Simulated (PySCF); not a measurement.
# Energy of Pt⁺ (platinum, charge +1) between two integer charges

The 5d beta orbital of [Xe] 4f14 5d9 is emptied in steps (occupation f), with all orbitals relaxed, ending at [Xe] 4f14 5d8. All numbers are calculated (PySCF 2.14, scalar relativity through the core potential, in aug-cc-pVTZ-PP with ECP60MDF (6s6p5d3f2g, 88 functions)). The exact energy is a straight line in f; departures are measured from the line between the end points of the same method.

```json
{"f": "1", "PBE0 (eV)": "0.000", "r2SCAN (eV)": "0.000"}
{"f": "0.75", "PBE0 (eV)": "-0.638", "r2SCAN (eV)": "-0.798"}
{"f": "0.5", "PBE0 (eV)": "-0.873", "r2SCAN (eV)": "-1.121"}
{"f": "0.25", "PBE0 (eV)": "-0.665", "r2SCAN (eV)": "-0.869"}
{"f": "0", "PBE0 (eV)": "0.000", "r2SCAN (eV)": "0.000"}
```

```csv
method,E(f=0) − E(f=1) (eV),−ε at f=1 (eV),−ε at f=0.5 (eV)
PBE0,18.837,15.593,18.770
r2SCAN,18.803,14.639,18.582
```

Orbital energy along the path (eV):

| f | PBE0 | r2SCAN |
| --- | --- | --- |
| 1 | -15.593 | -14.639 |
| 0.75 | -17.047 | -16.564 |
| 0.5 | -18.770 | -18.582 |
| 0.25 | -20.577 | -21.041 |
| 0 | -22.428 | -23.520 |

Reference removal energy between the ground levels: 18.56 ± 0.12 eV (measured; NIST Atomic Spectra Database, ionization energies). The calculation has no spin-orbit coupling. The determinant left behind need not be the lowest term of the ion.
